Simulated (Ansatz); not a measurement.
Ga₉As₉H₂₈⁻, a nanocrystal cut from zinc blende GaAs (hydrogen-capped). Charge -1, multiplicity 2. Geometry PBE-D4/def2-SVP, that of the neutral singlet; atoms count from 1.

Cartesian coordinates in Å:
```
Ga -0.395 -4.641 -0.752
Ga -2.949 -0.236 4.015
Ga 0.141 2.916 3.058
Ga 0.019 -0.720 0.712
Ga -2.170 -1.143 -2.496
Ga -1.870 2.352 -0.324
Ga 1.306 1.043 -2.706
Ga 1.209 -3.162 -4.247
Ga 2.242 4.370 0.073
As -2.152 -1.222 1.845
As 1.081 -2.935 0.481
As -0.771 -3.211 -2.739
As 1.120 0.657 2.485
As -2.118 2.136 3.833
As -0.087 3.766 0.786
As 2.395 -1.122 -3.259
As 2.851 2.238 -1.155
As -0.603 0.444 -1.302
H 0.526 -5.892 -1.023
H -1.627 -4.642 0.246
H -1.987 -0.872 5.094
H -4.520 -0.233 4.041
H 0.949 3.601 4.223
H -3.347 -1.448 -1.475
H -2.402 -0.515 -3.927
H -2.643 1.711 0.924
H -2.603 3.214 -1.419
H 0.990 1.919 -3.974
H 2.194 -4.363 -3.959
H 0.812 -2.641 -5.683
H 3.164 4.427 1.356
H 2.188 5.459 -1.066
H -2.160 -2.738 2.032
H -3.171 -1.148 0.716
H 1.514 -3.326 1.892
H 2.475 -2.677 -0.083
H -1.692 -4.136 -3.539
H 1.297 -0.229 3.715
H 2.596 0.819 2.139
H -2.231 2.678 5.257
H -3.156 3.043 3.194
H -0.722 5.126 1.078
H 3.144 -1.498 -1.982
H 3.638 -0.783 -4.081
H 3.323 1.176 -0.164
H 4.202 2.440 -1.840
```

Single mean-field runs in def2-TZVP are fitted with def2-universal-jkfit. The highest occupied level of the charge -1 doublet lies above zero (up to 0.31 eV). By energy differences its removal costs 0.71 eV (vertical, to the charge 0 singlet, at PBE0-D4/def2-TZVP); self-interaction error and the lack of diffuse functions both raise the level.

Estimate the Mulliken populations of the heavy atoms from the PBE0/def2-TZVP orbitals of Ansatz.


| atom | charge (e) | spin (α − β) |
| --- | --- | --- |
| Ga1 | 0.13 | 0.10 |
| Ga2 | 0.20 | 0.03 |
| Ga3 | 0.10 | 0.30 |
| Ga4 | 0.23 | 0.28 |
| Ga5 | 0.18 | 0.02 |
| Ga6 | 0.21 | 0.01 |
| Ga7 | 0.32 | -0.01 |
| Ga8 | 0.19 | 0.01 |
| Ga9 | 0.19 | 0.03 |
| As10 | -0.24 | 0.02 |
| As11 | -0.19 | 0.05 |
| As12 | -0.34 | 0.00 |
| As13 | -0.15 | 0.00 |
| As14 | -0.24 | 0.02 |
| As15 | -0.32 | -0.01 |
| As16 | -0.25 | 0.01 |
| As17 | -0.24 | 0.00 |
| As18 | -0.39 | 0.04 |
Mulliken values and Mayer orders depend strongly on the basis.

Where does the spin sit?

Summed by element: Ga 0.77, As 0.14, H 0.10, of 1 unpaired in all. Largest on single atoms: Ga3 0.30, Ga4 0.28, Ga1 0.10.

And the Mayer bond orders between bonded heavy atoms (over 0.3)?

Ga1–As11 0.62 (2.57 Å); Ga1–As12 0.78 (2.48 Å); Ga2–As10 0.70 (2.51 Å); Ga2–As14 0.67 (2.52 Å); Ga3–As13 0.63 (2.53 Å); Ga3–As14 0.71 (2.51 Å); Ga3–As15 0.85 (2.44 Å); Ga4–As10 0.70 (2.50 Å); Ga4–As11 0.69 (2.47 Å); Ga4–As13 0.67 (2.50 Å); Ga4–As18 0.81 (2.41 Å); Ga5–As12 0.71 (2.51 Å); Ga5–As18 0.70 (2.53 Å); Ga6–As15 0.67 (2.53 Å); Ga6–As18 0.75 (2.49 Å); Ga7–As16 0.72 (2.49 Å); Ga7–As17 0.69 (2.49 Å); Ga7–As18 0.81 (2.44 Å); Ga8–As12 0.78 (2.49 Å); Ga8–As16 0.60 (2.56 Å); Ga9–As15 0.73 (2.51 Å); Ga9–As17 0.64 (2.53 Å).
